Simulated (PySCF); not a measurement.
**Al (aluminium, neutral): M06-L calculation**

Configuration: [Ne] 3s2 3p1, 2P determinant. Computed with PySCF 2.14 in def2-SVP (4s3p1d, 18 functions), with no relativity, point nucleus.

```
Total energy                                                  : -242.2654 hartree
One-electron energy                                           : -336.6224 hartree
Hartree (Coulomb) energy                                      : 112.9054 hartree
Exchange-correlation energy                                   : -18.5484 hartree
Kinetic energy                                                : 241.59263 hartree
⟨S²⟩                                                          : 0.7538
⟨L²⟩                                                          : 2.012
Sum of ⟨r⟩                                                    : 13.51 bohr
Sum of ⟨r²⟩                                                   : 31.58 bohr²
Traceless quadrupole moment −½Σ⟨3z² − r²⟩ along its main axis : -4.95 e·bohr²
Density at the nucleus (Gaussians lack the cusp)              : 1270 bohr⁻³
Spin density at the nucleus                                   : 0.0612 bohr⁻³
Langevin diamagnetic susceptibility                           : -25.0 ×10⁻⁶ cm³/mol
Time after the integrals                                      : 0.23 s of wall time on 1 thread of Neoverse-N1 (shared host)
```

| shell | electrons | mean orbital energy (eV) | spread (eV) | rms radius, mean of both spins (bohr) |
| --- | --- | --- | --- | --- |
| 1s α | 1 | -1517.5 | 0 | 0.140 |
| 1s β | 1 | -1517.4 | 0 | 0.140 |
| 2s α | 1 | -112.03 | 0 | 0.682 |
| 2s β | 1 | -111.97 | 0 | 0.682 |
| 2p α | 3 | -71.449 | 0.169 | 0.680 |
| 2p β | 3 | -71.369 | 0.274 | 0.680 |
| 3s α | 1 | -8.034 | 0 | 2.76 |
| 3s β | 1 | -7.310 | 0 | 2.76 |
| 3p α | 1 | -3.059 | 0 | 3.55 |
